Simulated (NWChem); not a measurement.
System: CHCl2FOSi; SMILES O=C[Si](F)(Cl)Cl

NWChem printed, in part:

```
             Northwest Computational Chemistry Package (NWChem) 7.3.0
             --------------------------------------------------------

                             Geometry "geometry" -> ""
                             -------------------------

 Output coordinates in angstroms (scale by  1.889725989 to convert to a.u.)

  No.       Tag          Charge          X              Y              Z
 ---- ---------------- ---------- -------------- -------------- --------------
    1 O                    8.0000    -0.59746400     2.52609300    -0.28555400
    2 C                    6.0000     0.12771800     1.82654400     0.36809500
    3 Si                  14.0000    -0.01361100    -0.08796400     0.34206300
    4 F                    9.0000    -0.24526000    -0.60676700     1.85087700
    5 Cl                  17.0000    -1.56989100    -0.68221200    -0.81625200
    6 Cl                  17.0000     1.75458400    -0.86838000    -0.31589500
    7 H                    1.0000     0.93539100     2.26847800     1.01444700

 Effective nuclear repulsion energy (a.u.)     436.7179290283

  pbe96 is a nonlocal functional; adding pw91lda local functional.

                                 NWChem DFT Module
                                 -----------------

 Summary of "ao basis" -> "ao basis" (spherical)
 ------------------------------------------------------------------------------
       Tag                 Description            Shells   Functions and Types
 ---------------- ------------------------------  ------  ---------------------
 O                           6-31g*                  6       14   3s2p1d
 C                           6-31g*                  6       14   3s2p1d
 Si                          6-31g*                  8       18   4s3p1d
 F                           6-31g*                  6       14   3s2p1d
 Cl                          6-31g*                  8       18   4s3p1d
 H                           6-31g*                  2        2   2s

 in cosmo_initialize ...
 calling solv_data for solv:dmso

 solvent parameters
 solvname_short: dmso
 solvname_long:  dimethylsulfoxide
 dielec:       46.8260
 dielecinf:     2.0079
 nonaqueous SMD model solvent descriptors
 dielec:       46.8260
 sola:          0.0000
 solb:          0.8800
 solc:          0.0000
 solg:         61.7800
 solh:          0.0000
 soln:          1.4170

[...]

                                COSMO-SMD solvation results
                                ---------------------------

             internal energy in gas <Psi(g)|H|Psi(g)> =     -1422.997362668384
         internal energy in solvent <Psi(s)|H|Psi(s)> =     -1422.996393537594
                               delta internal energy  =         0.000969130790 (    0.61 kcal/mol)
   total free energy in solvent <Psi(s)|H+V/2|Psi(s)> =     -1423.002567884050
 polarization energy contribution <Psi(s)|V/2|Psi(s)> =        -0.006174346456 (   -3.87 kcal/mol)
    total free energy in solvent including G(SMD-CDS) =     -1423.003632583835
                       G(SMD-CDS) energy contribution =        -0.001064699785 (   -0.67 kcal/mol)
     1 M fixed-concentration free energy of solvation =        -0.006269915451 (   -3.93 kcal/mol)

                       DFT Final Molecular Orbital Analysis
                       ------------------------------------

 Vector   34  Occ=2.000000D+00  E=-3.098072D-01
              MO Center= -3.8D-02, -7.1D-01, -5.2D-01, r^2= 4.0D+00
   Bfn.  Coefficient  Atom+Function         Bfn.  Coefficient  Atom+Function
  ----- ------------  ---------------      ----- ------------  ---------------
    68      0.470985  5 Cl py                86     -0.395784  6 Cl py
    72      0.250476  5 Cl py                69     -0.246541  5 Cl pz
    87      0.243062  6 Cl pz                90     -0.213374  6 Cl py
    64     -0.184422  5 Cl py                85     -0.165246  6 Cl px
    82      0.155256  6 Cl py                73     -0.136117  5 Cl pz

 Vector   35  Occ=2.000000D+00  E=-3.014923D-01
              MO Center=  1.5D-01, -7.5D-01, -4.6D-01, r^2= 4.1D+00
   Bfn.  Coefficient  Atom+Function         Bfn.  Coefficient  Atom+Function
  ----- ------------  ---------------      ----- ------------  ---------------
    87      0.430386  6 Cl pz                67      0.383782  5 Cl px
    69     -0.303835  5 Cl pz                85      0.298006  6 Cl px
    91      0.223755  6 Cl pz                71      0.203468  5 Cl px
    83     -0.168036  6 Cl pz                68     -0.161170  5 Cl py
    89      0.158882  6 Cl px                73     -0.156047  5 Cl pz

 Vector   36  Occ=2.000000D+00  E=-2.157511D-01
              MO Center= -1.9D-01,  1.9D+00,  4.4D-02, r^2= 2.5D+00
   Bfn.  Coefficient  Atom+Function         Bfn.  Coefficient  Atom+Function
  ----- ------------  ---------------      ----- ------------  ---------------
     4      0.449177  1 O  py                 8      0.335041  1 O  py
    34      0.275379  3 Si s                 36      0.262188  3 Si py
    98     -0.251594  7 H  s                  3      0.247097  1 O  px
    97     -0.187969  7 H  s                  5      0.177961  1 O  pz
     7      0.175190  1 O  px                18     -0.157803  2 C  py

 Vector   37  Occ=0.000000D+00  E=-1.095601D-01
              MO Center= -8.1D-02,  1.7D+00,  1.7D-01, r^2= 2.3D+00
   Bfn.  Coefficient  Atom+Function         Bfn.  Coefficient  Atom+Function
  ----- ------------  ---------------      ----- ------------  ---------------
    19     -0.342225  2 C  pz                 5      0.330823  1 O  pz
    23     -0.317258  2 C  pz                 9      0.308726  1 O  pz
    17      0.289266  2 C  px                21      0.284972  2 C  px
     3     -0.281080  1 O  px                 7     -0.258432  1 O  px
    41     -0.200413  3 Si pz                37     -0.174968  3 Si pz

[...]
```

Level: PBE/6-31G* (spherical d), SMD on the gas-phase geometry. Structure relaxed at the PBE0/def2-SVP level. Solvent: dimethyl sulfoxide.

**Question.** Write an input that gives this output.

**Answer.** Several could match; the one computed here: the input that was run:
```
start job
memory heap 200 mb stack 900 mb global 1100 mb
geometry units angstroms noautosym nocenter noautoz
  O     -0.597464     2.526093    -0.285554
  C      0.127718     1.826544     0.368095
  Si    -0.013611    -0.087964     0.342063
  F     -0.245260    -0.606767     1.850877
  Cl    -1.569891    -0.682212    -0.816252
  Cl     1.754584    -0.868380    -0.315895
  H      0.935391     2.268478     1.014447
end
basis spherical
  O library 6-31g*
  C library 6-31g*
  Si library 6-31g*
  F library 6-31g*
  Cl library 6-31g*
  H library 6-31g*
end
dft
  xc xpbe96 cpbe96
  iterations 150
end
cosmo
  do_cosmo_smd true
  solvent dmso
end
task dft energy
```
